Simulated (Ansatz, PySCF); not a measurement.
Pulling on the Al1–H2 bond in AlClFH (SMILES [F][AlH][Cl]) (multiplicity 1 held, fragments rigid). Energies count from the point at 1.555 Å.
Geometry at that point (charge 0, multiplicity 1):
```xyz
4

Al    -0.56121     0.17721    -0.47070
H     -1.75578    -0.36995    -1.30319
F     -0.21593     1.78615    -0.49600
Cl     0.64676    -1.05936     0.69920
```

U- levels take the lowest unrestricted solution at each point, which mixes spins at long bonds. Active spaces are followed from a long bond inwards. Curves can end on different states.

Cores are frozen in the correlated methods. Rows in 3-21G, 6-31G* carry no dispersion term and start afresh at each structure (6-31G* with six Cartesian d functions). MP2/6-31G* freezes PySCF's default core.

Run with Ansatz (Gaussian orbitals); PySCF for 3-21G rows, 6-31G* rows. Each number belongs to the level named beside it.

Other levels give for the energy at R = 4.977 Å: U-PBE/cc-pV(T+d)Z 82.04; U-B3LYP/cc-pV(T+d)Z 86.74; U-wB97X-V/cc-pV(T+d)Z 89.19; FIC-MRCISD+Q on CASSCF(2,2)/cc-pV(T+d)Z 87.79 kcal/mol.

**Question.** What do these common cheap choices give for the same quantity: R-HF/3-21G, R-HF/6-31G*, U-HF/6-31G*, U-B3LYP/6-31G*, R-MP2/6-31G*?

**Answer.** R-HF/3-21G 172.77; R-HF/6-31G* 171.26; U-HF/6-31G* 68.39; U-B3LYP/6-31G* 86.55; R-MP2/6-31G* 108.70 kcal/mol. They span 68.39 to 172.77 kcal/mol.

Doubts at one or more of the structures used: a restricted determinant that unrestricted orbitals would lower (R-HF/3-21G, R-HF/6-31G*, R-MP2/6-31G*); a spin-contaminated determinant (U-HF/6-31G*, U-B3LYP/6-31G*, U-PBE/cc-pV(T+d)Z, U-B3LYP/cc-pV(T+d)Z, U-wB97X-V/cc-pV(T+d)Z).

Ansatz is a program for electronic structure.
